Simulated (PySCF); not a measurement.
A calculated (PBE, PySCF 2.14, x2c-TZVPPall with one added diffuse shell each of s, p, d, f type, scalar relativity by spin-free X2C-1e) atom or ion has these occupied shells.

| shell | electrons | orbital energy (eV) | rms radius, mean of both spins (bohr) |
| --- | --- | --- | --- |
| 1s α | 1 | -69281.2 | 0.0208 |
| 1s β | 1 | -69281.2 | 0.0208 |
| 2s α | 1 | -11976.3 | 0.0839 |
| 2s β | 1 | -11976.1 | 0.0839 |
| 2p α | 3 | -10513.4 | 0.0762 |
| 2p β | 3 | -10513.3 | 0.0762 |
| 3s α | 1 | -2775.8 | 0.215 |
| 3s β | 1 | -2775.8 | 0.215 |
| 3p α | 3 | -2340.3 | 0.216 |
| 3p β | 3 | -2340.3 | 0.216 |
| 3d α | 5 | -1822.3 | 0.197 |
| 3d β | 5 | -1822.2 | 0.197 |
| 4s α | 1 | -589.10 | 0.478 |
| 4s β | 1 | -588.95 | 0.478 |
| 4p α | 3 | -445.40 | 0.509 |
| 4p β | 3 | -445.27 | 0.509 |
| 4d α | 5 | -258.90 | 0.550 |
| 4d β | 5 | -258.73 | 0.550 |
| 5s α | 1 | -99.879 | 1.13 |
| 5s β | 1 | -98.449 | 1.13 |
| 5p α | 3 | -64.393 | 1.31 |
| 5p β | 3 | -62.518 | 1.31 |
| 4f α | 7 | -54.205 | 0.680 |
| 4f β | 7 | -53.856 | 0.680 |
| 5d α | 3 | -24.317 | 1.95 |
| 6p α | 1 | -15.323 | 3.56 |

Q: Name the element and its charge.

A: W(2+) (tungsten, charge +2), in [Xe] 4f14 5d3 6p1, one real determinant (an excited configuration).
